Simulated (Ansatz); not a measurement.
Ideal-gas functions of C$_{2}$H$_{4}$InNO, SMILES `C[O][InH][C]#N` at 800 K and 1 bar, from an Ansatz frequency run at PBE0-D4/def2-TZVP.

Molar mass 172.88 g/mol, point group Cs (symmetry number 1), electronic degeneracy 1, moments of inertia 143.195, 215.637, 355.665 u Å². Harmonic wavenumbers (cm⁻¹, unscaled): 74, 85, 115, 202, 203, 279, 380, 415, 468, 557, 1116, 1173, 1199, 1478, 1489, 1499, 1941, 2307, 2996, 3061, 3073.

Use S(trans) = R[1.5 ln M + 2.5 ln T − 1.1517]; rotational temperatures θ = 24.2544 K / I; S(rot) = R[ln(√π/σ · √(T³/θAθBθC)) + 1.5]; for each mode x = 1.438777 ν̃/T, S = R[x/(eˣ − 1) − ln(1 − e⁻ˣ)] and H = RT x/(eˣ − 1); 1 cm⁻¹ = 0.0119627 kJ/mol; R = 8.31446 J/(mol·K).

Question: By hand: the entropy, in J/(mol·K).

Answer: Translation 193.6. Rotation: θ = 0.1694, 0.1125, 0.0682 K, giving 128.2. Vibration, mode by mode: 25.09, 23.94, 21.43, 16.78, 16.74, 14.13, 11.64, 10.94, 9.99, 8.64, 3.79, 3.50, 3.37, 2.27, 2.23, 2.20, 1.17, 0.69, 0.24, 0.22, 0.22, in all 179.2. Electronic 0.0. Sum 501.0 J/(mol·K).

Question: By hand: H − E and G − E in kJ/mol, counted from the electronic energy.

Answer: Zero-point energy ½ × 24110 × 0.0119627 = 144.2; thermal vibration 63.2; translation, rotation and pV give 4 RT = 26.6. H − E = 234.0 kJ/mol, and G − E = 234.0 − 800 × 501.0/1000 = -166.8 kJ/mol.

Vibration gives 36 % of the entropy, 70.5 J/(mol·K) of it from the modes under 150 cm⁻¹: soft modes count most, and the harmonic formula is weakest for them. The sum counts one conformer and one mirror image; others add a mixing term.
